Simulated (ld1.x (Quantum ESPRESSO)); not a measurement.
## Mn, TM: configuration errors across variants

ld1.x (Quantum ESPRESSO) 7.5 input, shortened:

```
&input
   title='Mn', zed=25., rel=1, dft='PBE', iswitch=3,
   config='[Ar] 3d5 4s1 4p1'
 /
 &inputp
   pseudotype=2, tm=.true., lloc=-1, rcloc=2.15,
   nlcc=.false.
 /
3
4S  1  0   1.00   0.00  2.00  2.00  0.0
4P  2  1   1.00   0.00  2.80  2.80  0.0
3D  3  2   5.00   0.00  1.85  1.85  0.0
 &test
   configts(1)='3d5 4s1 4p1'
 /
```

All-electron excitation energies from the reference (eV): (1) 3d5 4s2 4p0 -3.857; (2) 3d5 4s1 4p0 4.559; (3) 3d5 4s0 4p0 20.158; (4) 3d5 4s1.5 4p0 -0.497; (5) 3d5 4s0 4p1 9.299; (6) 3d3 4s0 4p0 103.439; (7) 3d4 4s2 4p1 3.944.

Errors AE − PS in meV (a dash: test not solved or not reliable):

| change | (1) | (2) | (3) | (4) | (5) | (6) | (7) | bound ghosts |
| --- | --- | --- | --- | --- | --- | --- | --- | --- |
| base | +6.2 | +2.6 | +90 | +1.0 | +19 | -31 | -60 | none |
| wave 4p (bound): rc 2.80 bohr becomes 4p (bound): rc 1.84 bohr | +5.1 | +5.1 | +95 | +1.7 | +19 | -141 | -28 | none |
| wave 4p (bound): rc 2.80 bohr becomes 4p (bound): rc 2.36 bohr | +6.5 | +2.8 | +90 | +1.3 | +20 | -45 | -57 | none |
| wave 4p (bound): rc 2.80 bohr becomes 4p (bound): rc 2.72 bohr | +6.2 | +2.6 | +90 | +1.0 | +19 | -30 | -60 | none |
| wave 4p (bound): rc 2.80 bohr becomes 4p (bound): rc 2.92 bohr | +6.4 | +2.6 | +90 | +1.0 | +20 | -34 | -60 | none |
| wave 4p (bound): rc 2.80 bohr becomes 4p (bound): rc 3.86 bohr | +9.8 | +0.9 | +80 | +2.4 | +25 | -100 | -52 | none |
| wave 4p (bound): rc 2.80 bohr becomes 4p (bound): rc 4.26 bohr | +11 | -0.7 | +74 | +2.6 | +28 | -134 | -49 | none |

(1) Give the same row for: wave 4p (bound): rc 2.80 bohr becomes 4p (bound): rc 3.44 bohr.

Answers

(1) +7.8, +2.2, +86, +1.7, +22, -61, -56; bound ghosts: none.
